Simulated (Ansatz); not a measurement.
A structure relaxed at PBE-D4/def2-SVP in Ansatz, charge 1, singlet:

```xyz
17

In   -3.253    0.835   -0.070
In   -0.701   -3.960    0.711
In    2.154    2.530    1.415
In    1.901   -2.377   -0.829
In    2.026    0.827   -1.709
In   -5.035   -1.526    0.955
In    0.592    4.012   -1.377
In   -0.726    1.954    2.725
In   -0.976   -0.771   -2.024
P     1.220   -1.026   -3.218
P     3.131   -0.264    0.640
P    -2.603   -2.182   -0.543
P    -0.034   -0.638    0.833
P    -0.501    1.285   -0.192
P     3.167    2.914   -1.038
P     1.702   -0.212    2.223
P    -2.061   -1.403    1.498
```

**Question.** Give its formula.

**Answer.** the cluster In₉P₈⁺.

**Question.** Summarise the bond lengths by kind (pairs closer than 1.2 times the sum of covalent radii, bridged metal pairs left out).

**Answer.** 16 × In–P 2.47 to 2.98 Å; 5 × P–P 2.13 to 2.27 Å; 2 × In–In 3.13 to 3.22 Å.

In the def2 sets In takes a core potential; there is no spin–orbit coupling. The restricted singlet is unstable towards broken spin symmetry in Hartree–Fock (as tested in another run); at PBE-D4/def2-SVP this wasn't settled. Another isomer (singlet) lies 2.11 eV lower at PBE0-D4/def2-TZVP; other spin states weren't run for this one.
